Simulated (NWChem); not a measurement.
Everything below was run with NWChem. System: C$_{2}$H$_{7}$AlO$_{2}$, charge 0, spin multiplicity 1, at a geometry optimised with PBE/def2-SVP. The structure started from a generated list of species. Level: RHF/def2-SVP.

NWChem printed:

```
             Northwest Computational Chemistry Package (NWChem) 7.3.0
             --------------------------------------------------------

                                NWChem Input Module
                                -------------------

 Scaling coordinates for geometry "geometry" by  1.889725989
 (inverse scale =  0.529177249)

                             Geometry "geometry" -> ""
                             -------------------------

 Output coordinates in angstroms (scale by  1.889725989 to convert to a.u.)

  No.       Tag          Charge          X              Y              Z
 ---- ---------------- ---------- -------------- -------------- --------------
    1 Al                  13.0000    -0.45273700     0.25527100     0.90542700
    2 H                    1.0000    -1.13535600     0.64124600     2.27149900
    3 O                    8.0000    -0.92767200     1.12068100    -0.48712600
    4 C                    6.0000    -0.71124500     1.24007400    -1.86256500
    5 H                    1.0000    -0.38083900     2.27213500    -2.12200800
    6 H                    1.0000     0.06150600     0.53647700    -2.25390800
    7 H                    1.0000    -1.65134600     1.04733800    -2.42893900
    8 O                    8.0000     0.70712600    -0.99665100     0.92706700
    9 C                    6.0000     1.58199100    -1.73086300     0.12193200
   10 H                    1.0000     1.55845200    -1.42796500    -0.95188700
   11 H                    1.0000     2.63291500    -1.61746400     0.47466000
   12 H                    1.0000     1.34013100    -2.81779600     0.16431400

 Effective nuclear repulsion energy (a.u.)     221.5785670705

            Nuclear Dipole moment (a.u.)
            ----------------------------
        X                 Y               Z
 ---------------- ---------------- ----------------
    -0.0000188973     0.0000000000     0.0000226767


 Summary of "ao basis" -> "" (spherical)
 ------------------------------------------------------------------------------
       Tag                 Description            Shells   Functions and Types
 ---------------- ------------------------------  ------  ---------------------
 *                          def2-svp                  on all atoms

 Summary of "ao basis" -> "ao basis" (spherical)
 ------------------------------------------------------------------------------
       Tag                 Description            Shells   Functions and Types
[...]
    28     -0.263030   3 O  py               27      0.254562   3 O  px
    31     -0.214862   3 O  py               30      0.211825   3 O  px
    57     -0.192580   6 H  s                95      0.192477  10 H  s
    71     -0.174985   8 O  py

 Vector   24  Occ=2.000000D+00  E=-4.332154D-01
              MO Center=  8.7D-02, -4.8D-02, -1.8D-01, r^2= 5.1D+00
   Bfn.  Coefficient  Atom+Function         Bfn.  Coefficient  Atom+Function
  ----- ------------  ---------------      ----- ------------  ---------------
    70     -0.261164   8 O  px               27      0.257879   3 O  px
    28      0.246195   3 O  py               71     -0.240349   8 O  py
    73     -0.229811   8 O  px               30      0.227206   3 O  px
    31      0.216588   3 O  py               74     -0.211854   8 O  py
    62      0.164922   7 H  s                52     -0.163963   5 H  s

 Vector   25  Occ=0.000000D+00  E= 1.047385D-01
              MO Center= -4.8D-01,  2.7D-01,  9.6D-01, r^2= 4.8D+00
   Bfn.  Coefficient  Atom+Function         Bfn.  Coefficient  Atom+Function
  ----- ------------  ---------------      ----- ------------  ---------------
    11      0.691705   1 Al px               12      0.643330   1 Al py
    13      0.163957   1 Al pz

 Vector   26  Occ=0.000000D+00  E= 1.185787D-01
              MO Center= -1.5D-01,  8.9D-02,  3.1D-01, r^2= 6.3D+00
   Bfn.  Coefficient  Atom+Function         Bfn.  Coefficient  Atom+Function
  ----- ------------  ---------------      ----- ------------  ---------------
     4      1.671785   1 Al s                40     -0.696376   4 C  s
    83     -0.696417   9 C  s                20     -0.563474   2 H  s
     3     -0.322631   1 Al s                26     -0.322689   3 O  s
    69     -0.322996   8 O  s                58      0.273606   6 H  s
    96      0.273608  10 H  s                63      0.218261   7 H  s

 Vector   27  Occ=0.000000D+00  E= 1.796632D-01
              MO Center=  4.5D-01, -2.5D-01, -9.0D-01, r^2= 8.5D+00
   Bfn.  Coefficient  Atom+Function         Bfn.  Coefficient  Atom+Function
  ----- ------------  ---------------      ----- ------------  ---------------
    40      1.532717   4 C  s                83      1.532265   9 C  s
    58     -1.027817   6 H  s                96     -1.028262  10 H  s
     4      0.894543   1 Al s                20     -0.740320   2 H  s
    53     -0.541006   5 H  s                63     -0.539423   7 H  s
   101     -0.539022  11 H  s               106     -0.540863  12 H  s

 center of mass
 --------------
 x =  -0.05981893 y =   0.03369594 z =   0.11953968

 moments of inertia (a.u.)
 ------------------
         767.414322010972         314.494191945053         -96.952613000358
         314.494191945053         649.321341421204         195.227241552007
         -96.952613000358         195.227241552007         680.516823115284

  Mulliken analysis of the total density
  --------------------------------------

    Atom       Charge   Shell Charges
 -----------   ------   -------------------------------------------------------
    1 Al  13    11.80   2.00  1.99  0.58  0.01  5.94  0.68  0.30  0.30
    2 H    1     1.25   0.71  0.53  0.01
    3 O    8     8.79   1.99  1.03  0.76  2.87  2.13  0.01
    4 C    6     5.73   1.99  0.85  0.18  1.93  0.71  0.07
    5 H    1     0.98   0.76  0.19  0.02
    6 H    1     1.00   0.77  0.21  0.02
    7 H    1     0.98   0.76  0.19  0.02
    8 O    8     8.79   1.99  1.03  0.76  2.87  2.13  0.01
    9 C    6     5.73   1.99  0.85  0.18  1.93  0.71  0.07
   10 H    1     1.00   0.77  0.21  0.02
   11 H    1     0.98   0.76  0.19  0.02
   12 H    1     0.98   0.76  0.19  0.02

       Multipole analysis of the density wrt the origin
       ------------------------------------------------

     L   x y z        total         open         nuclear
     -   - - -        -----         ----         -------
     0   0 0 0     -0.000000      0.000000     48.000000

     1   1 0 0      0.377135      0.000000     -0.000019
     1   0 1 0     -0.213050      0.000000      0.000000
     1   0 0 1     -0.752898      0.000000      0.000023

     2   2 0 0    -27.409846      0.000000    167.563599
     2   1 1 0      2.017631      0.000000   -181.156056
     2   1 0 1      0.338312      0.000000     52.582007
     2   0 2 0    -27.770269      0.000000    234.250476
     2   0 1 1      0.595753      0.000000   -110.233017
     2   0 0 2    -29.223509      0.000000    221.892691

 Task  times  cpu:        4.9s     wall:        4.9s

 Total times  cpu:        4.9s     wall:        4.9s
```

Task: Write an NWChem input that would produce this output.

Result: This is not unique; one that fits is 
```
start mol
memory heap 200 mb stack 800 mb global 1000 mb
geometry units angstroms nocenter noautoz noautosym
  Al    -0.452737     0.255271     0.905427
  H     -1.135356     0.641246     2.271499
  O     -0.927672     1.120681    -0.487126
  C     -0.711245     1.240074    -1.862565
  H     -0.380839     2.272135    -2.122008
  H      0.061506     0.536477    -2.253908
  H     -1.651346     1.047338    -2.428939
  O      0.707126    -0.996651     0.927067
  C      1.581991    -1.730863     0.121932
  H      1.558452    -1.427965    -0.951887
  H      2.632915    -1.617464     0.474660
  H      1.340131    -2.817796     0.164314
end
basis spherical
  * library def2-svp
end
scf
  rhf
  nopen 0
  maxiter 100
  thresh 1e-7
  semidirect memsize 60000000 filesize 0
end
task scf energy
```
